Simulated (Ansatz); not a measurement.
Ansatz (an electronic-structure program) input (CCSD(T)/6-31G):

Ansatz 0.2 input:
```yaml
crystal:
  periodic: [false, false, false]
  atoms:
    - {symbol: C, position_ang: [1.78840634, -0.24583356, -0.45933702]}
    - {symbol: C, position_ang: [0.68480763, -0.26612590, 0.29980471]}
    - {symbol: C, position_ang: [-0.53874616, 0.41479298, -0.22568568]}
    - {symbol: O, position_ang: [-1.71505381, -0.01282462, 0.51458474]}
    - {symbol: H, position_ang: [1.85992656, 0.23012145, -1.45842258]}
    - {symbol: H, position_ang: [2.72449023, -0.71108613, -0.13973437]}
    - {symbol: H, position_ang: [-0.74419510, 0.20963982, -1.29238547]}
    - {symbol: H, position_ang: [-0.44992986, 1.50808151, -0.11222288]}
    - {symbol: H, position_ang: [-1.27666818, -0.55116092, 1.19739522]}
basis:
  gaussian:
    orbitals: 6-31G
total_charge: -1
magnetization: {spin_polarized: false}
correlation: {method: ccsd_t, electrons: outside_noble_gas}
```

Output:

```
Functional definition: HF
integrals: 0.02 GiB planned
616 factors; integrals over basis functions are off by at most 2.5e-4 eV
mean field: 0.11 GiB planned
mean field evaluation 1: about -5199.9690 eV, gradient 2.4e1 eV
mean field evaluation 2: about -5199.9779 eV, gradient 2.4e1 eV
mean field evaluation 4: about -5201.8789 eV, gradient 3.0e0 eV
mean field evaluation 8: about -5201.9102 eV, gradient 4.2e-4 eV
mean field evaluation 16: about -5201.9031 eV, gradient 2.8e-1 eV
mean field -5201.91022242 eV, -191.1666746926 hartree, gradient 5.3e-6 eV, S^2 0.000000; 0 other end points of the search recorded, 0 dependent functions left out
4 core orbitals not correlated
reference -5201.91022242 eV, -191.1666746926 hartree; 12, 12 occupied and 30, 30 virtual orbitals, 616 factors
second order -10.61948342 eV of doubles, -0.00000000 eV of singles
coupled cluster: 0.10 GiB planned
cycle   1  -11.05525146 eV  change   -4.4e-1 eV  update   9.2e-2
cycle   2  -11.47597890 eV  change   -4.2e-1 eV  update   3.3e-2
cycle   3  -11.57807140 eV  change   -1.0e-1 eV  update   1.6e-2
cycle   4  -11.57680142 eV  change    1.3e-3 eV  update   4.9e-3
cycle   5  -11.57494097 eV  change    1.9e-3 eV  update   1.6e-3
cycle   6  -11.57423073 eV  change    7.1e-4 eV  update   5.0e-4
cycle   7  -11.57392333 eV  change    3.1e-4 eV  update   1.8e-4
cycle   8  -11.57390080 eV  change    2.3e-5 eV  update   7.8e-5
cycle   9  -11.57391933 eV  change   -1.9e-5 eV  update   3.6e-5
cycle  10  -11.57390845 eV  change    1.1e-5 eV  update   1.8e-5
perturbative correction -0.31669505 eV, -0.0116383286 hartree
Total energy: -5213.80082593 eV, -191.6036463117 hartree
```

It need not be the lowest isomer of its formula. Whether it binds its extra electron was not tested at this geometry.
